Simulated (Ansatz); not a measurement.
The same path of BClH2 + BrH (6 atoms, charge 0, multiplicity 1) was run twice with different band settings. Lost on the way: B1–Cl2, Br5–H6. Made: B1–Br5, Cl2–H6.

Computed with Ansatz, RKS BHLYP/def2-SVP.

Relaxed end points:

```xyz
6
Properties=species:S:1:pos:R:3
B -0.015 0.380 0.035
Cl -0.034 0.845 1.722
H 1.042 0.272 -0.504
H -1.059 0.227 -0.516
Br 0.109 -3.017 0.870
H 0.112 -2.221 2.041
```

```xyz
6
Properties=species:S:1:pos:R:3
B 0.017 -0.491 -0.425
Cl 0.008 0.265 2.590
H 1.050 0.088 -0.538
H -1.053 0.017 -0.527
Br 0.083 -2.388 -0.197
H 0.049 -1.005 2.746
```

Common settings: movable images 5; climbing image yes; optimiser quadratic models (default); start path through a guess of the saddle point; force threshold 0.05 eV/Å; iteration limit 60; end points relaxed.

| run | spring |
| --- | --- |
| 1 | 5.0 eV/Å² |
| 2 | 50.0 eV/Å² |

Task: What does each run give, and how far can it be trusted?

Result: Run 1: converged after 11 iterations, highest image 0.903 eV above the first end. A vibrational analysis at the climbing image gives one clearly imaginary mode, 977i cm⁻¹: a first-order saddle point.
Run 2: converged after 16 iterations, highest image 0.903 eV above the first end. Another band between the same ends (5 images) ends at a top of the same energy, where a vibrational analysis finds 1 clearly imaginary mode.
The orbitals stay closed-shell, which can raise the energy where a bond breaks towards radicals; this wasn't checked here.
